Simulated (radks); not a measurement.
Results of a calculation; reference values are marked as such.
All-electron atom: the ruthenium ion Ru4+ in [Kr] 4d4. Level of theory: scalar-relativistic Kohn-Sham, r2SCAN, spin-unpolarised, spherical densities, finite nucleus; meta-GGA in the generalised Kohn-Sham scheme; Fermi nuclear charge, rms radius 4.4809 fm (a radial shooting solver on a logarithmic mesh with Libxc functionals).

Normalised radial functions P(r) = r R(r), r in bohr:

```
   r/bohr * 3p (the largest magnitude, 1.72, reaches the edge; | marks zero)
 0.001936                             *
   0.0022                             *
 0.002521                             *
 0.002865                             *
 0.003283                             *
 0.003731                             *
 0.004274                             *
 0.004858                             *
 0.005566                             |*
 0.006326                             |*
  0.00719                             |*
 0.008237                             |*
 0.009362                             |*
  0.01073                             | *
  0.01219                             | *
  0.01397                             | *
  0.01587                             |  *
  0.01819                             |   *
  0.02067                             |   *
  0.02368                             |    *
  0.02691                             |     *
  0.03083                             |       *
  0.03505                             |        *
  0.03983                             |         *
  0.04563                             |           *
  0.05186                             |            *
  0.05942                             |             *
  0.06753                             |              *
  0.07737                             |              *
  0.08794                             |              *
   0.1007                             |            *
   0.1145                             |          *
   0.1312                             |      *
   0.1491                             | *
   0.1695                          *  |
   0.1942                    *        |
   0.2207              *              |
   0.2528        *                    |
   0.2873    *                        |
   0.3292  *                          |
   0.3741  *                          |
   0.4286    *                        |
   0.4872       *                     |
   0.5582            *                |
   0.6344                *            |
   0.7268                    *        |
    0.826                       *     |
   0.9388                          *  |
    1.076                           * |
    1.222                            *|
    1.401                             *
    1.592                             *
    1.824                             *
    2.073                             *
    2.375                             *
    2.699                             *
    3.092                             *
    3.514                             *
    4.026                             *
    4.576                             *
```

3p: eigenvalue -506.44 eV, 1 radial node at r = 0.158 bohr, <r> = 0.402 bohr, 90 % of the charge inside 0.606 bohr.
